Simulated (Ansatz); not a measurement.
`O=C[SiH]([SiH3])Cl` and `O=C[SiH]([SiH3])[SiH3]` differ in one atom or group.

Ansatz, PBE0-D4/def2-TZVP geometries, multiplicity 1. Each molecule was computed in one conformer, which needn't be the lowest.

```tsv
property	`O=C[SiH]([SiH3])Cl`
size of the dipole moment (PBE/def2-TZVPP) / D	0.93
LUMO energy (ωB97M-V/def2-TZVPP) / eV	0.24
HOMO energy (B3LYP/def2-TZVPP) / eV	-7.07
LUMO energy (PBE0/def2-TZVPP) / eV	-1.99
HOMO energy (PBE0/def2-TZVPP) / eV	-7.28
LUMO energy (PBE/def2-TZVPP) / eV	-3.10
```

Question: What does the change do to each property? (Best estimate.)

Answer: Ansatz gave: 
```json
{"property": "size of the dipole moment (PBE/def2-TZVPP) / D", "`O=C[SiH]([SiH3])[SiH3]`": "1.84", "shift": "0.91"}
{"property": "LUMO energy (ωB97M-V/def2-TZVPP) / eV", "`O=C[SiH]([SiH3])[SiH3]`": "0.39", "shift": "0.15"}
{"property": "HOMO energy (B3LYP/def2-TZVPP) / eV", "`O=C[SiH]([SiH3])[SiH3]`": "-6.85", "shift": "0.22"}
{"property": "LUMO energy (PBE0/def2-TZVPP) / eV", "`O=C[SiH]([SiH3])[SiH3]`": "-1.76", "shift": "0.23"}
{"property": "HOMO energy (PBE0/def2-TZVPP) / eV", "`O=C[SiH]([SiH3])[SiH3]`": "-7.06", "shift": "0.22"}
{"property": "LUMO energy (PBE/def2-TZVPP) / eV", "`O=C[SiH]([SiH3])[SiH3]`": "-2.85", "shift": "0.25"}
```

Dipoles are sizes alone; their direction can turn.

B3LYP here is the variant with VWN-RPA as its local correlation; programs differ in this.
